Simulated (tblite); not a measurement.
C₆H₁₁NOSi.
SMILES with atom numbers: `[CH3:1][CH2:2]/[CH:3]=[CH:4]/[CH2:5][O:6][SiH2:7][C:8]#[N:9]` (hydrogens: H10, H11, H12 on C1; H13, H14 on C2; H15 on C3; H16 on C4; H17, H18 on C5; H19, H20 on Si7)

Computed geometry: GFN2-xTB, gas phase.

What internal coordinates does the optimisation give?

```json
{"bond": "C1–C2", "length (Å)": "1.529", "order": "single"}
{"bond": "C2–C3", "length (Å)": "1.494", "order": "single"}
{"bond": "C3=C4", "length (Å)": "1.321", "order": "double"}
{"bond": "C4–C5", "length (Å)": "1.499", "order": "single"}
{"bond": "C5–O6", "length (Å)": "1.399", "order": "single"}
{"bond": "O6–Si7", "length (Å)": "1.609", "order": "single"}
{"bond": "Si7–C8", "length (Å)": "1.877", "order": "single"}
{"bond": "C8≡N9", "length (Å)": "1.146", "order": "triple"}
{"bond": "C1–H10, C1–H11, C1–H12", "length (Å)": "1.088", "order": "single"}
{"bond": "C2–H13, C2–H14", "length (Å)": "1.093", "order": "single"}
{"bond": "C3–H15", "length (Å)": "1.081", "order": "single"}
{"bond": "C4–H16", "length (Å)": "1.082", "order": "single"}
{"bond": "C5–H17, C5–H18", "length (Å)": "1.100", "order": "single"}
{"bond": "Si7–H19", "length (Å)": "1.466", "order": "single"}
{"bond": "Si7–H20", "length (Å)": "1.452", "order": "single"}
```

Bonds in one row agree within 0.01 Å and their mean is given. Orders are formal, as drawn. A selection of angles:
```json
{"angle": "C2–C1–H10", "degrees": "110.6"}
{"angle": "C2–C1–H11", "degrees": "110.2"}
{"angle": "H10–C1–H11", "degrees": "108.3"}
{"angle": "H10–C1–H12", "degrees": "108.5"}
{"angle": "C1–C2–C3", "degrees": "110.8"}
{"angle": "C1–C2–H13", "degrees": "109.0"}
{"angle": "C3–C2–H13", "degrees": "109.1"}
{"angle": "H13–C2–H14", "degrees": "108.2"}
{"angle": "C2–C3–C4", "degrees": "124.7"}
{"angle": "C2–C3–H15", "degrees": "115.8"}
{"angle": "C4–C3–H15", "degrees": "119.4"}
{"angle": "C3–C4–C5", "degrees": "124.9"}
{"angle": "C3–C4–H16", "degrees": "121.3"}
{"angle": "C5–C4–H16", "degrees": "113.8"}
{"angle": "C4–C5–O6", "degrees": "111.7"}
{"angle": "C4–C5–H17", "degrees": "109.3"}
{"angle": "O6–C5–H17", "degrees": "109.7"}
{"angle": "H17–C5–H18", "degrees": "107.3"}
{"angle": "C5–O6–Si7", "degrees": "132.5"}
{"angle": "O6–Si7–C8", "degrees": "110.7"}
{"angle": "O6–Si7–H19", "degrees": "113.8"}
{"angle": "O6–Si7–H20", "degrees": "100.7"}
{"angle": "C8–Si7–H19", "degrees": "104.1"}
{"angle": "C8–Si7–H20", "degrees": "110.0"}
{"angle": "H19–Si7–H20", "degrees": "117.6"}
{"angle": "Si7–C8–N9", "degrees": "178.9"}
```

Torsions: C1–C2–C3–C4 -118° (anticlinal); C2–C3–C4–C5 179° (antiperiplanar); C3–C4–C5–O6 3° (synperiplanar); C4–C5–O6–Si7 -173° (antiperiplanar); C5–O6–Si7–C8 58° (synclinal). The mirror-image conformer, all signs reversed, is as good.

Si7 (oxygen-bound silicon) is distorted tetrahedral (angles from 100.7° to 117.6°). Of the pairs four or more bonds apart, O6···H15 is among the closest relative to their van der Waals radii: 2.42 Å, 89 % of the sum of Bondi's values. The C–C distances run from 1.321 Å (C3=C4, drawn double) to 1.529 Å (C1–C2, drawn single), a spread of 0.208 Å. O6 (silyl ether oxygen) is bent (angle 132.5°).

Point group: C1 (no symmetry element, even within 0.4 Å). Its lowest GFN2-xTB frequency is 10 cm⁻¹, too small to tell a flat minimum from a shallow saddle. The numbers are those of one conformer. 3 starts were optimised and ended at 0.00, 0.23 and 0.79 kcal/mol (GFN2-xTB); the lowest of these is shown.
